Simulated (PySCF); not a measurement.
SnH₃Cl, SMILES [Cl][SnH3]. Atoms are numbered in the order given.

```xyz
5

Sn     0.0000     0.0000     0.5521
Cl     0.0000     0.0000    -1.8043
H     -1.4188    -0.8191     1.0225
H      0.0000     1.6382     1.0225
H      1.4188    -0.8191     1.0225
```
Charge 0, spin multiplicity 1.

Geometry: B3LYP-D3(BJ)/def2-TZVP. The def2 effective core potentials stand for the cores of Sn; spin–orbit coupling is left out.

All values below come from ωB97X/def2-TZVPD (PySCF).

Symmetry labels are those of the subgroup Cs that the program uses (full group C3v).

Computed valence orbital energies around the gap with their symmetry:
```json
[
 {"orbital": "HOMO−7", "symmetry": "A'", "energy (eV)": "-31.71"},
 {"orbital": "HOMO−6", "symmetry": "A'", "energy (eV)": "-25.02"},
 {"orbital": "HOMO−5", "symmetry": "A'", "energy (eV)": "-17.75"},
 {"orbital": "HOMO−4", "symmetry": "A'", "energy (eV)": "-12.61"},
 {"orbital": "HOMO−3", "symmetry": "A\"", "energy (eV)": "-12.61"},
 {"orbital": "HOMO−2", "symmetry": "A'", "energy (eV)": "-12.41"},
 {"orbital": "HOMO−1", "symmetry": "A'", "energy (eV)": "-11.06"},
 {"orbital": "HOMO", "symmetry": "A\"", "energy (eV)": "-11.06"},
 {"orbital": "LUMO", "symmetry": "A'", "energy (eV)": "0.79"},
 {"orbital": "LUMO+1", "symmetry": "A'", "energy (eV)": "1.30"},
 {"orbital": "LUMO+2", "symmetry": "A\"", "energy (eV)": "2.19"},
 {"orbital": "LUMO+3", "symmetry": "A'", "energy (eV)": "2.19"}
]
```
